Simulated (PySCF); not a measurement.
bromotrifluoromethane (CBrF$_{3}$), singlet, at a GFN2-xTB geometry; HF/STO-3G (PySCF).

Here is a job for PySCF.
```python
from pyscf import gto, scf

mol = gto.M(
    atom='''
F    -1.255211   -0.590163   -1.107334
C    -0.817884    0.019610   -0.022939
F    -1.315279   -0.587090    1.037016
F    -1.240675    1.268630   -0.036572
Br    1.120223   -0.026859    0.031418
''',
    basis='sto-3g',
    charge=0,
    spin=0,
    verbose=4,
)

mf = scf.RHF(mol)
mf.kernel()
```

Task: What does PySCF print? Leave out banner, timings and long lists.

Result: 
```
PySCF version 2.14.0

[INPUT] verbose = 4
[INPUT] num. atoms = 5
[INPUT] num. electrons = 68
[INPUT] charge = 0
[INPUT] spin (= nelec alpha-beta = 2S) = 0
[INPUT] symmetry False subgroup None
[INPUT] Mole.unit = angstrom
[INPUT] Symbol           X                Y                Z      unit          X                Y                Z       unit  Magmom
[INPUT]  1 F     -1.255211000000  -0.590163000000  -1.107334000000 AA   -2.372005018541  -1.115246438852  -2.092557988419 Bohr   0.0
[INPUT]  2 C     -0.817884000000   0.019610000000  -0.022939000000 AA   -1.545576761664   0.037057529303  -0.043348427571 Bohr   0.0
[INPUT]  3 F     -1.315279000000  -0.587090000000   1.037016000000 AA   -2.485517087392  -1.109439310471   1.959676226792 Bohr   0.0
[INPUT]  4 F     -1.240675000000   1.268630000000  -0.036572000000 AA   -2.344535959595   2.397363253407  -0.069111063828 Bohr   0.0
[INPUT]  5 Br     1.120223000000  -0.026859000000   0.031418000000 AA    2.116914668439  -0.050756153980   0.059371415382 Bohr   0.0

nuclear repulsion = 367.886281075162
number of shells = 20
number of NR pGTOs = 114
number of NR cGTOs = 38
basis = sto-3g
ecp = {}

******** <class 'pyscf.scf.hf.RHF'> ********
method = RHF
initial guess = minao
damping factor = 0
level_shift factor = 0
DIIS = <class 'pyscf.scf.diis.CDIIS'>
diis_start_cycle = 1
diis_space = 8
diis_damp = 0
SCF conv_tol = 1e-09
SCF conv_tol_grad = None
SCF max_cycles = 50
direct_scf = True
direct_scf_tol = 1e-13
Set gradient conv threshold to 3.16228e-05
Initial guess from minao.
init E= -2873.11236334239
  HOMO = -0.644630308649824  LUMO = 0.0137615996944443  gap/eV = 17.91576
cycle= 1 E= -2875.93193491636  delta_E= -2.82  |g|= 0.833  |ddm|= 2.96
  HOMO = -0.318966221234852  LUMO = 0.16564054519123  gap/eV = 13.18682
cycle= 2 E= -2876.16489341926  delta_E= -0.233  |g|= 0.289  |ddm|= 1.54
  HOMO = -0.336496726076593  LUMO = 0.297855654646223  gap/eV = 17.26161
cycle= 3 E= -2876.19020948086  delta_E= -0.0253  |g|= 0.0367  |ddm|= 0.367
  HOMO = -0.34772514717757  LUMO = 0.306976884704964  gap/eV = 17.81535
cycle= 4 E= -2876.19122393146  delta_E= -0.00101  |g|= 0.00501  |ddm|= 0.11
  HOMO = -0.346242834593709  LUMO = 0.304917499553265  gap/eV = 17.71898
cycle= 5 E= -2876.1912414015  delta_E= -1.75e-05  |g|= 0.000991  |ddm|= 0.0128
  HOMO = -0.346074695495667  LUMO = 0.305488946568547  gap/eV = 17.72995
cycle= 6 E= -2876.19124206947  delta_E= -6.68e-07  |g|= 0.000131  |ddm|= 0.00269
  HOMO = -0.346083591287735  LUMO = 0.305457212588548  gap/eV = 17.72933
cycle= 7 E= -2876.19124208206  delta_E= -1.26e-08  |g|= 2.36e-05  |ddm|= 0.000384
  HOMO = -0.346079302449826  LUMO = 0.305461223726062  gap/eV = 17.72932
cycle= 8 E= -2876.19124208247  delta_E= -4.05e-10  |g|= 5.15e-06  |ddm|= 6.98e-05
  HOMO = -0.346080257093157  LUMO = 0.305460629573182  gap/eV = 17.72933
Extra cycle  E= -2876.19124208249  delta_E= -1.73e-11  |g|= 2.31e-06  |ddm|= 9.93e-06
converged SCF energy = -2876.19124208249
```
